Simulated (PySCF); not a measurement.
This PySCF input asks for the NMR shieldings of `[SiH2]1C=C(C(C)=S)C(=O)C=C1`, C7H8OSSi; the geometry comes from GFN2-xTB.

```python
import basis_set_exchange as bse
import numpy as np
from pyscf import gto, dft
from pyscf.prop import nmr

atoms = """
C     2.854079    0.335512   -0.058138
C     1.814334   -0.589672    0.454251
S     2.227294   -1.927695    1.299070
C     0.394889   -0.303695    0.203722
C    -0.434550   -1.326995   -0.071077
Si   -2.270287   -1.164596   -0.393417
C    -2.472735    0.696651   -0.286843
C    -1.448853    1.497063    0.009119
C    -0.052074    1.120146    0.301214
O     0.716509    2.002172    0.643530
H     2.668676    0.585538   -1.103024
H     3.841963   -0.104037    0.053428
H     2.806372    1.269733    0.505095
H     0.017497   -2.311806   -0.102103
H    -2.601899   -1.654908   -1.734425
H    -3.047324   -1.840859    0.647224
H    -3.439150    1.151885   -0.459563
H    -1.583500    2.571881    0.080281
"""
names = dict.fromkeys(["C", "S", "Si", "O", "H"], "pcSseg-1")
basis = {el: gto.basis.parse(bse.get_basis(n, elements=[el], fmt="nwchem")) for el, n in names.items()}
mol = gto.M(atom=atoms, basis=basis, charge=0, verbose=0)
mf = dft.RKS(mol, xc="PBE0")
mf.grids.level = 2
mf.grids.alignment = dft.numint.BLKSIZE   # the property module wants whole blocks of grid points
mf.conv_tol = 1e-9
mf.kernel()

calc = nmr.RKS(mf)   # GIAO
C = mf.mo_coeff
Co = C[:, mf.mo_occ > 0]
resp = mf.gen_response(singlet=True, hermi=2)
def vind(x):   # induced exchange potential for any number of trial vectors
    d = np.einsum("pi,xij,qj->xpq", C, 2 * x.reshape(-1, C.shape[1], Co.shape[1]), Co, optimize=True)
    return np.einsum("xpq,pi,qj->xij", resp(d - d.transpose(0, 2, 1)), C, Co, optimize=True).ravel()
mo1, _ = nmr.rhf.solve_mo1(calc, with_cphf=vind)
sigma = calc.kernel(mo1)
for i, s in enumerate(sigma):   # ppm
    print("%2d %-2s %9.2f" % (i, mol.atom_pure_symbol(i), np.trace(s) / 3))
```

**Question.** What are the results?

**Answer.** 
```
 0 C     142.33
 1 C     -83.82
 2 S    -586.58
 3 C      21.87
 4 C      30.04
 5 Si    424.58
 6 C      39.55
 7 C      29.47
 8 C      -1.57
 9 O    -349.48
10 H      28.81
11 H      28.16
12 H      26.95
13 H      23.50
14 H      27.02
15 H      26.98
16 H      24.32
17 H      24.40
```

These numbers come from an equivalent density-fitted implementation of the same equations, which agrees with the script to about 0.01 ppm for H and up to a few tenths of a ppm for heavy atoms, so last digits may differ.

**Question.** Turn these shieldings into chemical shifts. Chemical shifts δ = σref − σ; $^{13}$C (σ = 186.93 ppm), $^{29}$Si (σ = 349.16 ppm), $^{1}$H (σ = 31.72 ppm) against TMS; $^{33}$S (σ = 503.73 ppm) against CS2; $^{17}$O (σ = 336.08 ppm) vs H2O, all at this level.

**Answer.** Averaging equivalent atoms: C 1: 270.7; C 8: 188.5; C 3: 165.1; C 7: 157.5; C 4: 156.9; C 6: 147.4; C 0: 44.6; S 2: 1090; Si 5: -75.4; O 9: 685.6; H 13: 8.22; H 16: 7.40; H 17: 7.32; H 14/15: 4.72; H 10/11/12: 3.75 ppm. Unscaled 17O shifts of doubly bonded oxygen tend to come out too high, by tens of ppm or more. Experimental scales use liquid or dissolved standards, which lie at an offset from isolated H2O (liquid H2O: subtract about 36 ppm).

Size and cost of the density-fitted run: 224 basis functions, 68 s wall time on 1 thread of an Arm Neoverse V1, shared host; peak memory 1 GiB.
